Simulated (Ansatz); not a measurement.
Basis-set extrapolation for `O[SiH](F)[SiH2]F` (PBE0-D4/def2-TZVP geometry, frozen core, Ansatz 0.2.0). Multiplicity 1, RHF reference.

```tsv
	def2-TZVPP	def2-QZVPP
HF	-854.266965	-854.299189
MP2 correlation	-0.975602	-1.064129
CCSD(T) correlation	-1.036770	not run
```

Energies in hartree. Use E(X) = E(∞) + A·exp(−7.88·√X) for Hartree–Fock and E(X) = E(∞) + B·X^(−2.97) for correlation, with X = 3 and 4, and add CCSD(T) minus MP2 of the smaller set to the MP2 limit.

What is the CCSD(T) energy at the basis-set limit?

HF limit: -854.299189 + (-0.032224) × 0.13774 = -854.30363. MP2 limit: -1.064129 + (-0.088527) × 0.74074 = -1.12970. Higher-order term: -1.036770 − (-0.975602) = -0.06117. Total: -855.49450 hartree, 500.9 kJ/mol below CCSD(T)/def2-TZVPP.
